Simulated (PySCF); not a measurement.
CH5S, SMILES C[SH2+], charge +1. Atoms are numbered in the order given.

```xyz
7

C     -1.2002    -0.0293     0.0000
S      0.6207     0.1112     0.0000
H     -1.5395     0.4936     0.8923
H     -1.5395     0.4936    -0.8923
H     -1.5023    -1.0718     0.0000
H      0.9256    -0.7596     0.9898
H      0.9256    -0.7596    -0.9898
```
Charge +1, spin multiplicity 1.

The structure is a stationary point at B3LYP-D3(BJ)/def2-TZVP. The isomer is the one that the SMILES or the coordinates give; other isomers of the formula were not compared.

Vertical ionisation energy (IE) and electron affinity (EA) in eV. Rows of orbital energies are one-electron estimates. Where ΔSCF, EOM or ADC give a negative EA the extra electron is unbound and the value depends on the basis.

```
level                                                IE    EA
------------------------------------------------  -----  ----
−ε(HOMO), −ε(LUMO), CAM-B3LYP/def2-TZVPD (PySCF)  17.69  5.26
−ε(HOMO), −ε(LUMO), PBE0/def2-TZVPD (PySCF)       16.30  6.33
ADC(2)/aug-cc-pVDZ (PySCF)                        18.66  4.16
```

Question: Beyond the first one, list the lowest photoelectron lines from ADC(2)/aug-cc-pVDZ in PySCF with their pole strengths (two spins summed). (The exact figures need the calculation; the answer reports its results.)

Answer: 20.24 eV (1.82), 20.44 eV (1.82), 21.96 eV (1.81), 23.20 eV (1.83), 28.68 eV (1.74).
